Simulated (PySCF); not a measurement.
Ba: excitation energy

Ba [Xe] 6s2 (1S) → Ba [Xe] 5d1 6s1 (3D), as a difference of total energies. Calculation: PySCF 2.14, in def2-TZVPP with the def2 core potential (46 electrons); a scalar-relativistic core potential. Correlated levels: valence and next inner shell: nothing frozen outside the core potential. The calculations carry no spin-orbit coupling.

```csv
method,excitation energy (eV),error (eV)
UHF,0.858,-0.302
MP2 (valence and next inner shell),1.360,+0.200
SCS-MP2 (valence and next inner shell),1.420,+0.260
CCSD (valence and next inner shell),1.336,+0.176
CCSD(T) (valence and next inner shell),1.378,+0.218
```

Reference: 1.160 eV (measured; NIST levels, between the centres of gravity of the two terms).

Errors of the correlated levels include the incompleteness of this basis.
